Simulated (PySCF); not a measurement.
# Nuclear repulsion and electron count by hand

System: HFSi, charge +1, doublet, geometry from GFN2-xTB (a state made from the parent by changing its charge; the spin is typed, not shown lowest). Level: HF/def2-SVP in PySCF. Sums are taken with unrounded values, so a last digit can differ.

Coordinates (Å):

```
atom         x         y         z
----  --------  --------  --------
Si1   -0.27092  -0.35673   0.33708
H2    -1.03666  -1.36505  -0.39613
F3     0.53661   0.70658  -0.48034
```

### Question
Work out the nuclear repulsion energy and the numbers of alpha and beta electrons.

### Answer
In atomic units each pair adds Z_i Z_j / r_ij, with r in bohr (1 bohr = 0.529177 Å).
| pair | r (Å) | r (bohr) | Z_i Z_j | term (Eh) |
|---|---|---|---|---|
| Si1-H2 | 1.4631 | 2.7649 | 14 | 5.0635 |
| Si1-F3 | 1.5655 | 2.9584 | 126 | 42.5901 |
| H2-F3 | 2.6027 | 4.9183 | 9 | 1.8299 |
The sum is 49.4835 Eh; PySCF gives 49.4835 Eh. The atomic numbers add up to 24, so at charge +1 there are 23 electrons; multiplicity 2 means 1 unpaired, so 12 alpha and 11 beta.
